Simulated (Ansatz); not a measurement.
Reaction (formal exchange of groups at the Si–C bond): `CNC(=N)[SiH3]` + `C=CC(=C)C` → `C=CC(=C)[SiH3]` + `CNC(C)=N`

Calculated with Ansatz (gas phase, PBE0-D4/def2-TZVP geometries, no zero-point term in ΔE). CCSD(T)/CBS adds triple-zeta CCSD(T) − MP2 to the extrapolated MP2 energy (def2 sets, frozen cores). Functionals use def2-TZVPP. B3LYP here is the variant with VWN-RPA as its local correlation; programs differ in this. Each species was taken in one conformer, which may not be the lowest.

`CNC(=N)[SiH3]`:

```xyz
13

C     1.053    1.455    1.109
N     0.247    0.292    0.832
C    -0.084   -0.043   -0.444
N     0.242    0.734   -1.411
Si   -1.122   -1.615   -0.667
H     2.049    1.376    0.663
H     0.577    2.343    0.689
H     1.146    1.573    2.189
H     0.180   -0.418    1.538
H    -0.092    0.376   -2.300
H    -2.567   -1.272   -0.626
H    -0.838   -2.598    0.416
H    -0.791   -2.203   -1.988
```

`C=CC(=C)C`:

```xyz
13

C    -0.127    0.493    1.924
C    -0.599    0.701    0.696
C    -0.138    0.031   -0.515
C    -0.698    0.332   -1.690
C     0.957   -0.982   -0.402
H    -0.524    1.032    2.775
H     0.667   -0.219    2.123
H    -1.396    1.426    0.554
H    -1.492    1.068   -1.761
H    -0.382   -0.145   -2.610
H     1.203   -1.402   -1.377
H     0.666   -1.801    0.262
H     1.862   -0.534    0.019
```

`C=CC(=C)[SiH3]`:

Z-matrix (Å, degrees):
```
Si
C 1 1.874
H 1 1.488 2 111.2
H 1 1.485 2 108.1 3 120.0
H 1 1.488 2 111.2 3 -120.0
C 2 1.458 1 120.9 3 60.2
C 2 1.339 1 119.0 3 -119.7
C 6 1.332 2 125.3 1 0.1
H 6 1.090 2 115.8 1 -179.9
H 7 1.088 2 121.3 1 180.0
H 7 1.084 2 122.2 1 -0.0
H 8 1.083 6 121.4 2 180.0
H 8 1.086 6 122.1 2 0.0
```

`CNC(C)=N`:

Cartesian coordinates in Å:
```
C 1.032 -0.523 -1.587
N 0.687 -0.425 -0.193
C -0.369 0.337 0.211
C -0.699 0.202 1.673
N -0.965 1.089 -0.631
H 0.234 -0.982 -2.181
H 1.206 0.475 -1.992
H 1.943 -1.113 -1.688
H 0.972 -1.173 0.414
H -1.493 0.893 1.952
H 0.179 0.410 2.290
H -1.033 -0.814 1.901
H -1.693 1.624 -0.170
```

| level | ΔE (kcal/mol) |
| --- | --- |
| B3LYP | -3.0 |
| HF/def2-QZVPP | -5.7 |
| HF/CBS(def2) | -5.7 |
| CCSD/CBS(def2) | -4.2 |

(1) What does CCSD(T)/CBS give? (Estimate.)

Largest T1 diagnostic among the species: 0.014.

Answers

(1) Computed: -3.8 kcal/mol. The listed levels differ from it by 0.8, -1.9, -1.9, -0.4 kcal/mol.

From PBE to PBE0 (25 % exact exchange), in def2-TZVPP and without D4, ΔE moves by −1.2 kcal/mol. In def2-TZVPP, CCSD(T) changes the Hartree–Fock value by +1.8 kcal/mol (the triples alone add +0.4 kcal/mol) and MP2 by +1.8 kcal/mol.

CCSD(T)/CBS has its own doubt, a few kJ/mol and more with outer-core shells, so smaller differences from it don't rank the levels.
